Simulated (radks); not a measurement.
Charge is removed step by step from the 4s1/2 level of the terbium ion Tb2+, starting from [Xe] 4f9. All-electron calculation, Dirac Kohn-Sham, PBE, spin-unpolarised, spherical densities, finite nucleus; open shells fill j = l - 1/2 first; Fermi nuclear charge, rms radius 5.06 fm. Program: a radial shooting solver on a logarithmic mesh with Libxc functionals.

| removed (e) | E - E(0) (eV) | eigenvalue (eV) | E minus straight line (eV) |
|---|---|---|---|
| 0 | 0.000 | -390.47 | 0.000 |
| 0.1 | 39.145 | -392.45 | -0.951 |
| 0.2 | 78.491 | -394.48 | -1.702 |
| 0.3 | 118.04 | -396.55 | -2.248 |
| 0.4 | 157.80 | -398.66 | -2.584 |
| 0.5 | 197.78 | -400.81 | -2.708 |
| 0.6 | 237.97 | -403.00 | -2.614 |
| 0.7 | 278.38 | -405.22 | -2.300 |
| 0.8 | 319.01 | -407.48 | -1.762 |
| 0.9 | 359.87 | -409.77 | -0.996 |
| 1 | 400.97 | -412.09 | 0.000 |

Removing the whole electron costs 400.97 eV by Delta-SCF, against 390.47 eV from minus the eigenvalue at the starting occupation. Slater's transition state (half an electron removed) gives 400.81 eV. Integrating minus the eigenvalue over the occupation (Janak's theorem) gives 400.97 eV. The mean slope of the eigenvalue, de/dn, is 21.6 eV per electron.
